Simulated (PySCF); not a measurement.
H3HfO3, neutral, multiplicity 2. Atoms are numbered in the order given.

```xyz
7

Hf     0.0000     0.0000     0.0000
O      1.9287     0.0000     0.0000
H      2.8828     0.0000     0.0000
O     -0.9643    -1.6703     0.0000
H     -1.4414    -2.4965     0.0000
O     -0.9643     1.6703     0.0000
H     -1.4414     2.4965     0.0000
```
Charge 0, spin multiplicity 2.

Geometry optimised at PBE0-D3(BJ)/def2-SVP. The multiplicity is an assumed one; other spin states were not compared. The isomer is the one that the SMILES or the coordinates give; other isomers of the formula were not compared. The def2 effective core potentials stand for the cores of Hf; spin–orbit coupling is left out. One conformer was computed; it need not be the lowest.

All values below come from ωB97X/def2-TZVPD (PySCF).

Mulliken values depend strongly on the basis, most of all with diffuse functions as here. ESP charges are fitted to the potential on shells at 1.4 to 2.0 van der Waals radii. Atomic charges (e):

```
atom  Mulliken  ESP fit  Mulliken spin
----  --------  -------  -------------
Hf1       1.09     0.88           0.99
O2       -0.63    -0.71           0.00
H3        0.27     0.42           0.00
O4       -0.63    -0.72           0.00
H5        0.27     0.43           0.00
O6       -0.63    -0.72           0.00
H7        0.27     0.43           0.00
```
